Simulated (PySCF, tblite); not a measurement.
Species: C8H12.
SMILES: `C=CC#CC(C)(C)C`

Computed, not measured: PBE0/pcSseg-1 in PySCF (dipole) on a GFN2-xTB geometry, gas phase.

Masses are those of the commonest isotopes; rigid-rotor values at the optimised geometry. 

(1) Give the principal moments of inertia and the rotational constants in MHz.

(2) What kind of rotor is it?

(3) What does the inertial defect say?

(4) Predict some low-J microwave lines.

## Answers

(1) Ia = 122.63, Ib = 538.63, Ic = 550.65 u·Å²; 505379 MHz·u·Å²/I gives A = 4121, B = 938.3, C = 917.8 MHz.

(2) A near-prolate asymmetric top: κ = (2 × 938.3 − 4121 − 917.8)/(4121 − 917.8) = -0.99.

(3) Not planar: Δ = Ic − Ia − Ib = -110.61 u·Å². For a rigid frame Δ = −2 Σ m c², so Σ m c² = 55.31 u·Å² lies off the ab plane: 17.44 from hydrogen and 37.87 from heavier atoms. The atom farthest from that plane is 2.15 Å away.

(4) The dipole components are |μa| = 0.55 D, |μb| = 0.12 D, |μc| = 0.00 D; the mirror of this Cs structure is the ab plane, so μc vanishes by symmetry and there are no c-type lines. Intensities carry the squares of the components, which stand as 1.00 : 0.05 (a : b). Some lines, for components of 0.1 D or more:

| type | branch | J(Ka,Kc) | MHz | lower level (cm⁻¹) |
| --- | --- | --- | --- | --- |
| b | R | 2(0,2) ← 1(1,1) | 529 | 0.168 |
| a | R | 1(0,1) ← 0(0,0) | 1856 | 0.000 |
| b | R | 3(0,3) ← 2(1,2) | 2405 | 0.291 |
| b | Q | 1(1,0) ← 1(0,1) | 3203 | 0.062 |
| b | Q | 2(1,1) ← 2(0,2) | 3224 | 0.186 |
| b | Q | 3(1,2) ← 3(0,3) | 3255 | 0.371 |
| a | R | 2(1,1) ← 1(1,0) | 3733 | 0.169 |
| b | R | 1(1,1) ← 0(0,0) | 5039 | 0.000 |
| a | R | 3(1,3) ← 2(1,2) | 5537 | 0.291 |
| a | R | 3(0,3) ← 2(0,2) | 5568 | 0.186 |
| a | R | 3(2,2) ← 2(2,1) | 5568 | 0.612 |
| a | R | 3(2,1) ← 2(2,0) | 5569 | 0.612 |
| a | R | 3(1,2) ← 2(1,1) | 5599 | 0.293 |
| b | R | 3(1,3) ← 2(0,2) | 8700 | 0.186 |
| b | Q | 2(2,0) ← 2(1,1) | 9549 | 0.293 |
| b | Q | 3(2,2) ← 3(1,3) | 9641 | 0.476 |
| b | R | 2(2,1) ← 1(1,0) | 13281 | 0.169 |
| b | R | 2(2,0) ← 1(1,1) | 13302 | 0.168 |
| b | R | 3(2,2) ← 2(1,1) | 15117 | 0.293 |
| b | Q | 3(3,0) ← 3(2,1) | 15965 | 0.798 |
| b | Q | 3(3,1) ← 3(2,2) | 15965 | 0.798 |
| b | R | 3(3,1) ← 2(2,0) | 21533 | 0.612 |
| b | R | 3(3,0) ← 2(2,1) | 21533 | 0.612 |

Its lowest GFN2-xTB frequency is 11 cm⁻¹, too small to tell a flat minimum from a shallow saddle. These are rigid-rotor constants of the computed structure; measured ground-state constants (B0) also hold zero-point vibration. A rigid rotor knows nothing of internal rotation, which can split or shift real lines.
